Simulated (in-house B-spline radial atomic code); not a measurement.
Ionisation energies along the 38-electron series, configuration [Kr] 4d2, as differences of self-consistent energies. NIST's values go from ground level to ground level; the uncertainty of those that are theory runs from under 0.1 % in few-electron ions to several per cent in heavy many-electron ones. Computed with an all-electron radial atomic-structure program (B-spline basis): non-relativistic Hartree-Fock, average of the configuration, point nuclei.

This level leaves out relativity, spin-orbit splitting included, which matters for heavy ions.

```
  ion  configuration after  ionisation energy (eV)  IE/(q+1)² (eV)  -ε less Coulomb ΔSCF (eV)  tabulated value (eV)  computed minus tabulated (eV)
Nd22+             [Kr] 4d1                   674.8          1.2757                    0.83113                   678                           -3.2
Pm23+             [Kr] 4d1                   726.2          1.2608                     0.8377                   730                           -3.8
Sm24+             [Kr] 4d1                   779.4           1.247                    0.84399                   782                           -2.6
Eu25+             [Kr] 4d1                   834.2          1.2341                    0.85005                   838                           -3.8
Gd26+             [Kr] 4d1                   890.9           1.222                    0.85587                   895                           -4.1
Tb27+             [Kr] 4d1                   949.2          1.2107                    0.86147                   954                           -4.8
Dy28+             [Kr] 4d1                  1009.2             1.2                    0.86687                  1014                           -4.8
Ho29+             [Kr] 4d1                  1071.0            1.19                    0.87207                  1077                           -6.0
Er30+             [Kr] 4d1                  1134.5          1.1806                    0.87709                  1142                           -7.5
Tm31+             [Kr] 4d1                  1199.7          1.1716                    0.88193                  1207                           -7.3
Yb32+             [Kr] 4d1                  1266.7          1.1632                    0.88661                  1275                           -8.3
Lu33+             [Kr] 4d1                  1335.3          1.1551                    0.89113                  1345                           -9.7
Hf34+             [Kr] 4d1                  1405.7          1.1475                     0.8955                  1417                          -11.3
Ta35+             [Kr] 4d1                  1477.8          1.1403                    0.89973                  1490                          -12.2
 W36+             [Kr] 4d1                  1551.6          1.1334                    0.90383                1569.1                          -17.5
Re37+             [Kr] 4d1                  1627.2          1.1268                     0.9078                  1641                          -13.8
Os38+             [Kr] 4d1                  1704.4          1.1206                    0.91164                  1720                          -15.6
Ir39+             [Kr] 4d1                  1783.4          1.1146                    0.91537                  1801                          -17.6
```
